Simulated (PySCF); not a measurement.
Spectrum to structure. Theory: PySCF, TDDFT PBE0/def2-SVPD, vertical, gas phase, core orbitals frozen in the response. Geometries: PBE0-D3(BJ)/def2-SVP, one conformer each.

| state | ν̃ (cm⁻¹) | f | main configurations (H = HOMO, L = LUMO) |
| --- | --- | --- | --- |
| S1 | 59050 | 0.0000 | H-1/H→L (99%) |
| S2 | 59060 | 0.0000 | H-1/H→L (99%) |
| S3 | 67580 | 0.0082 | H-1/H→L+1 (98%) |
| S4 | 67580 | 0.0082 | H-1/H→L+1 (98%) |
| S5 | 80580 | 0.0000 | H-1/H→L+2 (50%), H-1/H→L+3 (48%) |
| S6 | 81220 | 0.046 | H-1/H→L+3 (≥43%), H-1/H→L+2 (≥41%) |
| S7 | 81220 | 0.047 | H-1/H→L+2 (≥42%), H-1/H→L+3 (≥41%) |
| S8 | 81550 | 0.0000 | H-1/H→L+3 (49%), H-1/H→L+2 (48%) |
| S9 | 86760 | 0.0081 | H-3/H-2→L (≥95%) |
| S10 | 86760 | 0.0081 | H-3/H-2→L (≥95%) |

Triplets computed (Tamm–Dancoff): 6.64, 6.64, 8.09, 8.09 eV.

Task: Which structure fits?
A. `FC(F)[C@@H]1BCCCC1`
B. `c1(ccc(cc1)C(C)=O)F`
C. `FC1(F)C(F)(F)C1(F)F`

Result: C. Its S1, at 7.32 eV, is the highest among the candidates; the nearest of the others has S1 at 5.56 eV. Löwdin shares by element: HOMO (one of a set within 0.03 eV) carbon 38% or more, fluorine 26% or more (atoms not listed hold the other 36%); LUMO carbon 45%, fluorine 9% or more (atoms not listed hold the other 46%). At the same level the other candidates give, for their lowest levels:
- `CC(=O)c1ccc(F)cc1`: 3.87 eV (f 0.000); 5.02 eV (f 0.006); 5.22 eV (f 0.254); 5.55 eV (f 0.000); 6.18 eV (f 0.168); T1 3.36 eV; HOMO -7.53, LUMO -1.78 eV
- `FC(F)[C@@H]1BCCCC1`: 5.56 eV (f 0.001); 5.67 eV (f 0.002); 6.98 eV (f 0.011); 7.00 eV (f 0.016); 7.42 eV (f 0.019); T1 5.07 eV; HOMO -8.36, LUMO -1.18 eV

Orbitals of the list HOMO-3 to LUMO+2 that lie within 0.01 eV of each other are written together with a slash and their weights summed (≥ marks a lower bound); for degenerate orbitals outside that list single weights are arbitrary.
